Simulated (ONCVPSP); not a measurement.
**Reading a pseudo-wave (Yb (Z = 70))**

Columns: radius, all-electron u(r) and pseudo u(r) of the 5p shell (level -26.13 eV) of ytterbium in the configuration [Kr] 4d10 4f14 5s2 5p6 6s2; revPBE, non-relativistic, ONCV scheme, ONCVPSP 4.0.1.

```tsv
r (bohr)	all-electron	pseudo
0.105	0.1055	0.0124
0.210	0.2114	0.0470
0.315	-0.2589	0.1005
0.420	-0.4632	0.1742
0.525	-0.3339	0.2699
0.630	-0.0475	0.3816
0.735	0.2591	0.4975
0.840	0.5195	0.6104
0.945	0.7125	0.7194
1.050	0.8392	0.8194
1.155	0.9093	0.8950
1.260	0.9348	0.9308
1.365	0.9270	0.9268
1.470	0.8958	0.8958
1.575	0.8489	0.8489
1.680	0.7926	0.7926
1.785	0.7314	0.7314
1.890	0.6686	0.6686
1.995	0.6066	0.6066
2.100	0.5470	0.5470
2.205	0.4908	0.4908
2.310	0.4385	0.4385
2.415	0.3904	0.3904
2.520	0.3466	0.3466
2.625	0.3069	0.3069
2.730	0.2713	0.2713
```

How many radial nodes do the two functions have?

The all-electron 5p function has n − l − 1 = 3 (the table is too coarse to show those close to the nucleus); the pseudo-wave has 0, since the states of the same l below it are removed with the core.

At about which radius was the pseudo-wave matched?

1.45 bohr, where the columns begin to agree (steps of 0.10 bohr).

Is the pseudo-wave norm-conserving?

Yes: the ONCV scheme keeps the norm inside the radius equal to the all-electron one, which fixes the energy derivative of the logarithmic derivative at the level.
